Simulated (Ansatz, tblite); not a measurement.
Cost and result up the ladder for SiBr2 (3 atoms). The state is a singlet with charge 0. Geometry: PBE-D4/def2-TZVP.

```xyz
3

Si    0.518    0.723   -0.328
Br    1.225   -1.233    0.584
Br   -1.743    0.510   -0.256
```

Ansatz on 4 threads of Arm Neoverse V2 on a shared host; xTB runs through tblite on one thread. Times are rough, summed over both states, and most runs start from the orbitals of an earlier one. PBE0-D4/def2-TZVP serves as the yardstick here, not as an exact answer. The other state is a doublet.

The xTB rows come from tblite. Correlated methods freeze 23 core orbitals; core or outer-core shells of Br are correlated, in sets that lack core-valence functions.

Run but left out: HF/def2-TZVPP (singlet: restricted singlet, unstable towards broken spin symmetry).

Correlated methods converge slowly with the basis.

Raw xTB energies of ions are shifted by several eV.

```csv
level,functions,vertical IE (eV),difference from PBE0-D4/def2-TZVP (eV),remarks
CCSD(T)/def2-TZVPP,138,9.67,0.07,restricted SCF unstable (singlet)
PBE-D4/def2-TZVP (with forces),133,9.41,-0.18,–
PBE0-D4/def2-TZVP,133,9.60,0.00,–
r2SCAN-D4/def2-TZVP,133,9.49,-0.11,–
GFN1-xTB,27,13.44,3.84,–
GFN2-xTB,27,14.14,4.54,–
```

(1) Estimate how long each takes.

Answers

(1) GFN1-xTB 0.005 s; GFN2-xTB 0.006 s; PBE-D4/def2-TZVP (with forces) 2.8 s; PBE0-D4/def2-TZVP 5 s; r2SCAN-D4/def2-TZVP 6.9 s; CCSD(T)/def2-TZVPP 31 s. On shared hardware such times vary by a factor of up to 3.
